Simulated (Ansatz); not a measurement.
Born–Oppenheimer molecular dynamics of C$_{2}$H$_{7}$AsS (11 atoms, charge 0, multiplicity 1). It starts at the highest image of a converged band. Of that band: Neighbouring images differ by up to 3.5 eV, so the band resolves the path poorly. A vibrational analysis at the climbing image gives one clearly imaginary mode, 1720i cm⁻¹: a first-order saddle point.

Level of theory: RHF/def2-SVP (Ansatz 0.2.0).

```json
{
 "ensemble": "NVE (velocity Verlet)",
 "time step": "0.5 fs",
 "steps asked": "200",
 "starting velocities drawn for": "100 K",
 "seed": "7024"
}
```

First frame:

```xyz
11
Properties=species:S:1:pos:R:3
C -0.785 1.833 -0.092
S 0.668 1.055 -0.859
C 0.341 -0.673 -0.802
As 0.787 -1.584 0.766
H -0.633 2.912 -0.142
H -0.892 1.541 0.952
H -1.695 1.582 -0.637
H 1.942 -0.988 -0.108
H -0.416 -1.053 -1.484
H 0.858 -3.030 0.418
H -0.110 -1.651 2.008
```

**Question.** How far do the bonds stretch over the last three quarters of this one trajectory? (Pairs bonded in most of those frames.)

**Answer.** 
```tsv
bond	mean (Å)	spread (Å)	shortest	longest
C1–S2	1.823	0.042	1.75	1.88
C1–H5	1.092	0.016	1.07	1.12
C1–H6	1.089	0.012	1.07	1.11
C1–H7	1.091	0.008	1.08	1.10
S2–C3	1.816	0.057	1.69	1.95
C3–As4	2.083	0.143	1.84	2.31
C3–H9	1.125	0.064	0.99	1.29
As4–H10	1.522	0.021	1.48	1.56
As4–H11	1.540	0.037	1.46	1.60
```

Mean temperature of the second half: 2066 K. The conserved energy stayed within 3.6 meV per atom of its start (net change 0.23 meV per atom), so there is no drift, though single steps change it by up to 44 meV in the whole system, a sign of fast motions only just resolved. The system heated up, since it started high on the potential surface and ran downhill. A run of 0.1 ps of so small a system gives no equilibrium averages. The orbitals stay closed-shell, which can raise the energy where a bond breaks towards radicals; this wasn't checked here.

Run time: 4.9 min on 2 threads of Arm Neoverse V2, with other jobs on the host, peak memory 0.26 GiB.
